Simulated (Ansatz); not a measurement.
Cost and result for the atomization energy of CH4BF2N (9 atoms, 8 bonds).

```xyz
9

B     0.490    0.701    0.840
C    -0.530   -0.040   -0.120
N    -0.197   -0.813   -1.115
F    -1.820   -0.031    0.090
F    -0.089    1.770    1.513
H     1.487    0.955    0.180
H     0.748   -0.274    1.562
H     0.777   -0.859   -1.370
H    -0.866   -1.409   -1.581
```

Charge 0, multiplicity 1. The bonds changed during the relaxation, so this is another structure than the one it started from. The geometry is a stationary point of PBE0-D4/def2-TZVP. It is one conformer, not always the lowest. Program: Ansatz. All runs use 2 threads of an Arm Neoverse V1 on a shared host. Times are those of one run each, without the atoms' runs, and a repeat can differ threefold. Electronic energies, without spin–orbit coupling; frozen cores. CCSD(T)/CBS adds CCSD(T) − MP2 in def2-TZVPP to the MP2 limit, and its time is that of the two runs behind it. T1 = 0.014.

CCSD(T)/CBS is a level of theory with its own doubt, some kJ/mol a heavy atom from the limit and from the frozen cores, so smaller differences don't rank the functionals.

| level | functions | wall time |
| --- | --- | --- |
| LDA (SPW92)/def2-TZVPP | 211 | 1.6 s |
| revPBE-D4/def2-TZVPP | 211 | 2.4 s |
| BLYP-D4/def2-TZVPP | 211 | 2.5 s |
| BHLYP-D4/def2-TZVPP | 211 | 3.5 s |
| CAM-B3LYP-D4/def2-TZVPP | 211 | 4 s |
| PBE0-D4/def2-TZVPP | 211 | 4.4 s |
| r2SCAN-D4/def2-TZVPP (with forces) | 211 | 6 s |
| r2SCANh-D4/def2-TZVPP | 211 | 6.5 s |
| CCSD(T)/def2-SVP | 90 | 6.5 s |
| ωB97M-V/def2-TZVPP (with forces) | 211 | 14 s |
| MP2/def2-QZVPP | 405 | 28 s |
| CCSD(T)/def2-TZVPP | 211 | 3 min |
| CCSD(T)/CBS(def2) | – | 3.4 min |

(1) What atomization energy does each give, and how far from CCSD(T)/CBS? (Estimate.)

## Answers

(1) Computed: 
```csv
level,atomization (kJ/mol),difference from CCSD(T)/CBS,per bond
LDA (SPW92)/def2-TZVPP,4003.0,629.4,78.7
revPBE-D4/def2-TZVPP,3410.1,36.5,4.6
BLYP-D4/def2-TZVPP,3436.6,63.0,7.9
BHLYP-D4/def2-TZVPP,3265.2,-108.4,-13.6
CAM-B3LYP-D4/def2-TZVPP,3433.2,59.6,7.5
PBE0-D4/def2-TZVPP,3414.3,40.7,5.1
r2SCAN-D4/def2-TZVPP (with forces),3417.5,43.9,5.5
r2SCANh-D4/def2-TZVPP,3382.6,9.0,1.1
CCSD(T)/def2-SVP,3208.5,-165.1,-20.6
ωB97M-V/def2-TZVPP (with forces),3415.1,41.5,5.2
MP2/def2-QZVPP,3424.4,50.8,6.3
CCSD(T)/def2-TZVPP,3282.8,-90.8,-11.3
CCSD(T)/CBS(def2),3373.6,0.0,0.0
```

Leaving LDA and LC-ωPBE aside and taking each functional with its dispersion term where it has one, the values, not all of them listed here, spread over 256.8 kJ/mol, from BHLYP-D4 to PBE-D4. LDA lies +493.7 kJ/mol from PBE without D4, its usual overbinding. From BLYP to BHLYP (50 % exact exchange), in def2-TZVPP and without D4, the atomization energy moves by −156.2 kJ/mol: exact exchange takes away binding that semilocal exchange gives to molecules. At CCSD(T), def2-SVP lies −165.1 kJ/mol from the extrapolated value and def2-TZVPP −90.8 kJ/mol: correlation converges slowly with the basis, and small sets miss more of it in the bonded molecule than in its fragments.
